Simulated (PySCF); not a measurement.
Excitations are Tamm–Dancoff values on a coarser integration grid. The basis has no diffuse functions, so Rydberg states are missing or too high.

Cartesian coordinates (Å):
SMILES: [H]/N=C\C=N/[H]
```xyz
8

N      1.5880     0.5359    -0.6718
C      0.6984     0.1775     0.1610
C     -0.6978    -0.1774    -0.1605
N     -1.5884    -0.5359     0.6711
H      1.2012     0.5472    -1.6222
H      0.9722     0.1202     1.2214
H     -0.9710    -0.1199    -1.2210
H     -1.2026    -0.5476     1.6219
```
Charge 0, spin multiplicity 1.

Question: What brightest of the four lowest singlets (TDA), LUMO, total energy, HOMO–LUMO gap, T1 excitation (TDA), S1–T1 gap (TDA), dipole moment and HOMO does r2SCAN-D4/def2-TZVP (PySCF) give?

Answer: 
```
Item                                               Result
-------------------------------------------  ------------
brightest of the four lowest singlets (TDA)       7.32 eV
LUMO                                             -3.03 eV
total energy                                 -188.0399 Ha
HOMO–LUMO gap                                     3.60 eV
T1 excitation (TDA)                               3.03 eV
S1–T1 gap (TDA)                                   0.82 eV
dipole moment                                      0.00 D
HOMO                                             -6.62 eV
```
